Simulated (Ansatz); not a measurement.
Frontier orbitals of `C[SiH](N)[GeH3]`.

Z-matrix (Å, degrees):
```
C
Si 1 1.867
H 1 1.092 2 110.5
H 1 1.093 2 110.7 3 120.4
H 1 1.093 2 111.0 3 -120.1
N 2 1.728 1 109.2 3 57.6
Ge 2 2.395 1 108.8 3 -177.0
H 2 1.490 1 111.1 3 -58.9
H 6 1.008 2 119.3 1 58.7
H 6 1.008 2 118.7 1 -162.1
H 7 1.544 2 111.0 1 -61.4
H 7 1.543 2 112.8 1 58.5
H 7 1.542 2 111.8 1 179.4
```

Charge 0, multiplicity 1. Correlated methods include outer-core shells of Ge, which these sets cover unevenly. Scalar relativity is left out up to krypton. The geometry is a stationary point of PBE0-D4/def2-TZVP. It is one conformer, not always the lowest. Basis def2-TZVPP, the Gaussian-basis code of Ansatz.

| functional | HOMO (eV) | LUMO (eV) | gap (eV) |
| --- | --- | --- | --- |
| LDA (SPW92) | -5.78 | -0.70 | 5.08 |
| PBE | -5.66 | -0.53 | 5.13 |
| r2SCAN | -5.92 | -0.13 | 5.79 |
| B97M-V | -6.04 | -0.39 | 5.65 |
| PBE0 | -6.86 | 0.29 | 7.15 |
| B3LYP | -6.67 | 0.04 | 6.71 |
| r2SCANh | -6.37 | 0.14 | 6.51 |
| r2SCAN0 | -7.04 | 0.53 | 7.57 |
| LC-ωPBE | -9.46 | 2.40 | 11.86 |
| ωB97M-V | -8.99 | 1.85 | 10.84 |

From PBE to PBE0 the HOMO moves by −1.21 eV and the LUMO by +0.81 eV, and with ωB97M-V by −3.33 and +2.38 eV, so the gap grows from 5.13 to 10.84 eV with exact exchange. A positive LUMO is unbound and depends on the basis.

B3LYP here is the variant with VWN-RPA as its local correlation; programs differ in this. LC-ωPBE has ω = 0.4 bohr⁻¹.
